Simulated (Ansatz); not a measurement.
CH2BF3O2Te, SMILES `OB(O)[Te]C(F)(F)F`, charge 0, multiplicity 1.

**Question.** Give a relaxed structure at PBE0-D4/def2-TZVP (the Gaussian-basis code of Ansatz). (Best estimate.)

**Answer.** Ansatz gave: 
```xyz
10

O     2.2197   -1.2032   -0.5758
B     1.0456   -0.5382   -0.4209
O     0.3182    0.0742   -1.3830
Te    0.3137   -0.4939    1.6339
C    -1.4790    0.6510    1.1782
F    -2.2892    0.0288    0.3235
F    -1.2124    1.8543    0.6729
F    -2.1584    0.8337    2.3174
H     2.5700   -1.2407   -1.4702
H     0.6718    0.0341   -2.2761
```
Point group Cs.
This is one stationary point; other conformers may exist.
